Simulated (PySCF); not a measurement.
## Spectroscopy problems

Level of theory: shielding tensors at PBE0/pcSseg-1 (GIAO), coordinates at the GFN2-xTB level, in PySCF 2.14 (gas phase, one conformer, one averaged value for each set of equivalent atoms, no relativistic terms).

δ = σ(ref) − σ, references computed at the same level: ¹H (σ = 31.72 ppm), ¹³C (σ = 186.93 ppm) against TMS. Where no couplings were computed, multiplicities follow the n + 1 count of equivalent neighbours, and m marks all less simple cases (inequivalent or close neighbours, rings, F or P nearby). Shifts are as computed. Against solution values, carbons near 30 ppm lie about +3 ppm off and those near 130 ppm about +5 ppm. Of 1309 compounds with measured shifts, 239 miss one by over three times the rms of a fit or turn the order of signals round; such compounds aren't used in these exercises.

Question: C₆H₁₃NOSi₂. ¹H NMR (300 MHz, computed): δ 7.02 (m, 1H), 6.46 (m, 1H), 4.91 (s, 6H), 2.68 (q, 2H), 1.14 (t, 3H). ¹³C{¹H} NMR (computed): δ 157.4 (C), 136.9 (CH), 122.6 (CH), 109.6 (C), 23.0 (CH2), 19.4 (CH3). Identify the compound.

Answer: `InChI=1S/C6H13NOSi2/c1-2-5-3-4-8-6(5)7(9)10/h3-4H,2H2,1,9-10H3`. Rings plus π bonds: 3 (1 ring in the answer). 6 carbon signals for 6 carbons: no two carbons are equivalent. Carbon types of the structure: 2 × C, 2 × CH, 1 × CH2, 1 × CH3, leaving 6 H on heteroatoms. δC 157.4: aromatic carbon bearing nitrogen; an ipso carbon deshielded by its heteroatom. δC 136.9: aromatic CH next to the ring oxygen. δC 122.6: aromatic CH. δC 109.6: substituted aromatic carbon.

The shifts were computed for this structure.

Question: C₆H₆N₂Si. ¹H NMR (500 MHz, computed): δ 8.81 (m, 1H), 8.80 (m, 1H), 6.45 (m, 1H), 6.20 (m, 1H), 6.10 (m, 1H), 5.54 (s, 1H). ¹³C{¹H} NMR (computed): δ 177.2, 143.5, 123.5, 122.8, 114.9, 93.4. Give a structure.

Answer: SMILES C=CC#C[Si@@H](C#N)N=C. The formula gives 6 degrees of unsaturation (no ring in the answer). 6 carbon signals for 6 carbons: no two carbons are equivalent. Carbon types of the structure: 3 × C, 1 × CH, 2 × CH2, leaving 1 H on heteroatoms. δC 177.2: C=N carbon. δC 143.5: terminal =CH2 carbon; an sp2 carbon of a C=C bond. δC 123.5: nitrile carbon; typical of a nitrile. δC 122.8: alkene CH; an sp2 carbon of a C=C bond.

The shifts were computed for this structure.
